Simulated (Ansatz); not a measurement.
Harmonic vibrations of CH₅GeN, SMILES `C=[N][GeH3]` by finite differences.

```yaml
crystal:
  periodic: [false, false, false]
  atoms:
    - {symbol: C, position_ang: [-0.482639, 1.093725, -0.946071]}
    - {symbol: N, position_ang: [0.211647, 0.044828, -0.948051]}
    - {symbol: Ge, position_ang: [0.441279, -0.900717, 0.640222]}
    - {symbol: H, position_ang: [-0.984701, 1.520004, -0.061811]}
    - {symbol: H, position_ang: [-0.620695, 1.653864, -1.878910]}
    - {symbol: H, position_ang: [-0.310392, -0.196116, 1.793207]}
    - {symbol: H, position_ang: [1.947345, -0.957334, 0.928413]}
    - {symbol: H, position_ang: [-0.109743, -2.315355, 0.417301]}
basis:
  gaussian: {orbitals: def2-TZVP}
hamiltonian: {xc: pbe0, dispersion: d4}
phonons: {temperatures: {t_min: 298.15, t_max: 900, t_step: 200}}
```

```sh
$ ansatz run in.yaml --threads 2 --pin off --events-out ev --progress --plain --max-ram 4352MiB
```

It prints (some lines left out):

```
Functional definition: PBE0
mean field -59116.43977122 eV, -2172.4890910304 hartree, gradient 8.0e-6 eV, S^2 0.000000; 0 other end points of the search recorded, 0 dependent functions left out
mean field -59116.43964812 eV, -2172.4890865064 hartree, gradient 2.4e-6 eV, S^2 0.000000; 0 other end points of the search recorded, 0 dependent functions left out
mean field -59116.43965896 eV, -2172.4890869046 hartree, gradient 2.4e-6 eV, S^2 0.000000; 0 other end points of the search recorded, 0 dependent functions left out
mean field -59116.43958451 eV, -2172.4890841688 hartree, gradient 2.4e-6 eV, S^2 0.000000; 0 other end points of the search recorded, 0 dependent functions left out
mean field -59116.43954160 eV, -2172.4890825918 hartree, gradient 2.4e-6 eV, S^2 0.000000; 0 other end points of the search recorded, 0 dependent functions left out
mean field -59116.43957472 eV, -2172.4890838090 hartree, gradient 2.4e-6 eV, S^2 0.000000; 0 other end points of the search recorded, 0 dependent functions left out
mean field -59116.43961628 eV, -2172.4890853365 hartree, gradient 2.4e-6 eV, S^2 0.000000; 0 other end points of the search recorded, 0 dependent functions left out
mean field -59116.43968539 eV, -2172.4890878762 hartree, gradient 2.4e-6 eV, S^2 0.000000; 0 other end points of the search recorded, 0 dependent functions left out
mean field -59116.43969184 eV, -2172.4890881132 hartree, gradient 2.4e-6 eV, S^2 0.000000; 0 other end points of the search recorded, 0 dependent functions left out
mean field -59116.43959801 eV, -2172.4890846649 hartree, gradient 2.4e-6 eV, S^2 0.000000; 0 other end points of the search recorded, 0 dependent functions left out
mean field -59116.43958379 eV, -2172.4890841423 hartree, gradient 2.4e-6 eV, S^2 0.000000; 0 other end points of the search recorded, 0 dependent functions left out
mean field -59116.43969396 eV, -2172.4890881912 hartree, gradient 2.4e-6 eV, S^2 0.000000; 0 other end points of the search recorded, 0 dependent functions left out
mean field -59116.43972062 eV, -2172.4890891709 hartree, gradient 2.4e-6 eV, S^2 0.000000; 0 other end points of the search recorded, 0 dependent functions left out
mean field -59116.43968827 eV, -2172.4890879820 hartree, gradient 2.4e-6 eV, S^2 0.000000; 0 other end points of the search recorded, 0 dependent functions left out
mean field -59116.43967473 eV, -2172.4890874842 hartree, gradient 2.4e-6 eV, S^2 0.000000; 0 other end points of the search recorded, 0 dependent functions left out
mean field -59116.43965923 eV, -2172.4890869146 hartree, gradient 2.4e-6 eV, S^2 0.000000; 0 other end points of the search recorded, 0 dependent functions left out
mean field -59116.43970078 eV, -2172.4890884417 hartree, gradient 2.4e-6 eV, S^2 0.000000; 0 other end points of the search recorded, 0 dependent functions left out
mean field -59116.43971381 eV, -2172.4890889203 hartree, gradient 2.4e-6 eV, S^2 0.000000; 0 other end points of the search recorded, 0 dependent functions left out
mean field -59116.43965915 eV, -2172.4890869119 hartree, gradient 2.4e-6 eV, S^2 0.000000; 0 other end points of the search recorded, 0 dependent functions left out
mean field -59116.43974467 eV, -2172.4890900545 hartree, gradient 2.4e-6 eV, S^2 0.000000; 0 other end points of the search recorded, 0 dependent functions left out
mean field -59116.43974521 eV, -2172.4890900742 hartree, gradient 2.4e-6 eV, S^2 0.000000; 0 other end points of the search recorded, 0 dependent functions left out
mean field -59116.43974365 eV, -2172.4890900170 hartree, gradient 2.4e-6 eV, S^2 0.000000; 0 other end points of the search recorded, 0 dependent functions left out
mean field -59116.43974644 eV, -2172.4890901195 hartree, gradient 2.4e-6 eV, S^2 0.000000; 0 other end points of the search recorded, 0 dependent functions left out
mean field -59116.43970459 eV, -2172.4890885815 hartree, gradient 2.4e-6 eV, S^2 0.000000; 0 other end points of the search recorded, 0 dependent functions left out
mean field -59116.43970111 eV, -2172.4890884538 hartree, gradient 2.4e-6 eV, S^2 0.000000; 0 other end points of the search recorded, 0 dependent functions left out
mean field -59116.43975563 eV, -2172.4890904573 hartree, gradient 2.4e-6 eV, S^2 0.000000; 0 other end points of the search recorded, 0 dependent functions left out
mean field -59116.43976248 eV, -2172.4890907092 hartree, gradient 2.4e-6 eV, S^2 0.000000; 0 other end points of the search recorded, 0 dependent functions left out
mean field -59116.43974038 eV, -2172.4890898969 hartree, gradient 2.4e-6 eV, S^2 0.000000; 0 other end points of the search recorded, 0 dependent functions left out
mean field -59116.43972996 eV, -2172.4890895142 hartree, gradient 2.4e-6 eV, S^2 0.000000; 0 other end points of the search recorded, 0 dependent functions left out
mean field -59116.43968939 eV, -2172.4890880232 hartree, gradient 2.4e-6 eV, S^2 0.000000; 0 other end points of the search recorded, 0 dependent functions left out
mean field -59116.43969764 eV, -2172.4890883262 hartree, gradient 2.4e-6 eV, S^2 0.000000; 0 other end points of the search recorded, 0 dependent functions left out
mean field -59116.43975440 eV, -2172.4890904121 hartree, gradient 2.4e-6 eV, S^2 0.000000; 0 other end points of the search recorded, 0 dependent functions left out
mean field -59116.43975572 eV, -2172.4890904606 hartree, gradient 2.4e-6 eV, S^2 0.000000; 0 other end points of the search recorded, 0 dependent functions left out
mean field -59116.43975504 eV, -2172.4890904357 hartree, gradient 2.4e-6 eV, S^2 0.000000; 0 other end points of the search recorded, 0 dependent functions left out
mean field -59116.43975758 eV, -2172.4890905291 hartree, gradient 2.4e-6 eV, S^2 0.000000; 0 other end points of the search recorded, 0 dependent functions left out
mean field -59116.43974596 eV, -2172.4890901021 hartree, gradient 2.4e-6 eV, S^2 0.000000; 0 other end points of the search recorded, 0 dependent functions left out
mean field -59116.43973505 eV, -2172.4890897010 hartree, gradient 2.4e-6 eV, S^2 0.000000; 0 other end points of the search recorded, 0 dependent functions left out
mean field -59116.43972391 eV, -2172.4890892917 hartree, gradient 2.4e-6 eV, S^2 0.000000; 0 other end points of the search recorded, 0 dependent functions left out
mean field -59116.43971390 eV, -2172.4890889237 hartree, gradient 2.4e-6 eV, S^2 0.000000; 0 other end points of the search recorded, 0 dependent functions left out
mean field -59116.43976199 eV, -2172.4890906911 hartree, gradient 2.4e-6 eV, S^2 0.000000; 0 other end points of the search recorded, 0 dependent functions left out
mean field -59116.43976936 eV, -2172.4890909620 hartree, gradient 2.4e-6 eV, S^2 0.000000; 0 other end points of the search recorded, 0 dependent functions left out
mean field -59116.43976630 eV, -2172.4890908496 hartree, gradient 2.4e-6 eV, S^2 0.000000; 0 other end points of the search recorded, 0 dependent functions left out
mean field -59116.43976164 eV, -2172.4890906782 hartree, gradient 2.4e-6 eV, S^2 0.000000; 0 other end points of the search recorded, 0 dependent functions left out
mean field -59116.43976067 eV, -2172.4890906427 hartree, gradient 2.4e-6 eV, S^2 0.000000; 0 other end points of the search recorded, 0 dependent functions left out
mean field -59116.43975828 eV, -2172.4890905548 hartree, gradient 2.4e-6 eV, S^2 0.000000; 0 other end points of the search recorded, 0 dependent functions left out
mean field -59116.43971790 eV, -2172.4890890710 hartree, gradient 2.4e-6 eV, S^2 0.000000; 0 other end points of the search recorded, 0 dependent functions left out
mean field -59116.43973121 eV, -2172.4890895600 hartree, gradient 2.4e-6 eV, S^2 0.000000; 0 other end points of the search recorded, 0 dependent functions left out
mean field -59116.43976591 eV, -2172.4890908352 hartree, gradient 2.4e-6 eV, S^2 0.000000; 0 other end points of the search recorded, 0 dependent functions left out
mean field -59116.43976312 eV, -2172.4890907327 hartree, gradient 2.4e-6 eV, S^2 0.000000; 0 other end points of the search recorded, 0 dependent functions left out
Total energy: -59116.54774141 eV, -2172.4930588617 hartree
Atom 0 at    -0.482639     1.093725    -0.946071 Å, force     0.001331     0.001867    -0.004997 eV/Å
Atom 1 at     0.211647     0.044828    -0.948051 Å, force    -0.001339     0.000785     0.000855 eV/Å
Atom 2 at     0.441279    -0.900717     0.640222 Å, force     0.000394    -0.001659     0.002758 eV/Å
Atom 3 at    -0.984701     1.520004    -0.061811 Å, force     0.000347    -0.001754     0.001954 eV/Å
Atom 4 at    -0.620695     1.653864    -1.878910 Å, force    -0.000804     0.000543     0.000229 eV/Å
Atom 5 at    -0.310392    -0.196116     1.793207 Å, force    -0.000101     0.000258    -0.000531 eV/Å
Atom 6 at     1.947345    -0.957334     0.928413 Å, force    -0.000290    -0.000185    -0.000216 eV/Å
Atom 7 at    -0.109743    -2.315355     0.417301 Å, force     0.000462     0.000145    -0.000051 eV/Å
Dipole moment:    -0.152932     0.161102     0.186198 e Å
Vibrations: 147.79 265.71 491.96 574.34 643.43 688.58 839.13 868.25 878.63 1112.80 1213.49 1507.80 1747.24 2108.73 2173.63 2174.20 2962.55 3060.98 cm⁻¹, zero-point energy 1.454288 eV
```

Hardware: 2 threads of an Intel Xeon Platinum 8175M on a shared host. Wall time 110 s, peak host memory 0.3 GiB.
